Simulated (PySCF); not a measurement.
Job for PySCF: D3(BJ) and D4 dispersion corrections on CH3GeI (SMILES [CH3][Ge][I]), a point of a torsion scan.

```python
from pyscf import gto
from pyscf.dispersion import dftd3, dftd4

mol = gto.M(
    atom='''
    C    -0.69287901   -0.01745194    0.03403517
    Ge    0.90861091    1.23646344   -0.08576574
    I     2.17581123    0.42485731    1.99234009
    H    -0.86690499   -0.45552309    1.01613624
    H    -1.60237300    0.50000491   -0.27786511
    H    -0.54201887   -0.84037982   -0.67056067
    ''',
    basis='def2-svp',
    charge=0, spin=0, verbose=0, max_memory=1800)
d3, d4 = {}, {}
for xc in ['hf', 'pbe', 'blyp', 'revpbe', 'tpss', 'r2scan', 'b3lyp', 'pbe0', 'bhlyp', 'camb3lyp', 'b2plyp']:
    d3[xc] = float(dftd3.DFTD3Dispersion(mol, xc=xc, version='d3bj', atm=False).get_dispersion()['energy'])
    print(f'D3(BJ) {xc:10s} {d3[xc]:14.8f} Eh')
for xc in ['hf', 'pbe', 'blyp', 'revpbe', 'tpss', 'r2scan', 'b3lyp', 'pbe0', 'bhlyp', 'camb3lyp', 'b2plyp']:
    d4[xc] = float(dftd4.DFTD4Dispersion(mol, xc={'camb3lyp': 'cam-b3lyp'}.get(xc, xc), atm=True).get_dispersion()['energy'])
    print(f'D4     {xc:10s} {d4[xc]:14.8f} Eh')
```

Output:

```
D3(BJ) hf            -0.04260262 Eh
D3(BJ) pbe           -0.00517754 Eh
D3(BJ) blyp          -0.01223278 Eh
D3(BJ) revpbe        -0.01210643 Eh
D3(BJ) tpss          -0.00689727 Eh
D3(BJ) r2scan        -0.00141802 Eh
D3(BJ) b3lyp         -0.01031181 Eh
D3(BJ) pbe0          -0.00486244 Eh
D3(BJ) bhlyp         -0.00943205 Eh
D3(BJ) camb3lyp      -0.00511289 Eh
D3(BJ) b2plyp        -0.00555995 Eh
D4     hf            -0.01673500 Eh
D4     pbe           -0.00525255 Eh
D4     blyp          -0.01120435 Eh
D4     revpbe        -0.01311241 Eh
D4     tpss          -0.00701122 Eh
D4     r2scan        -0.00111741 Eh
D4     b3lyp         -0.00868828 Eh
D4     pbe0          -0.00447366 Eh
D4     bhlyp         -0.00823173 Eh
D4     camb3lyp      -0.00468745 Eh
D4     b2plyp        -0.00360590 Eh
```

The run finished.

Cost: roughly 0.020 core-seconds.
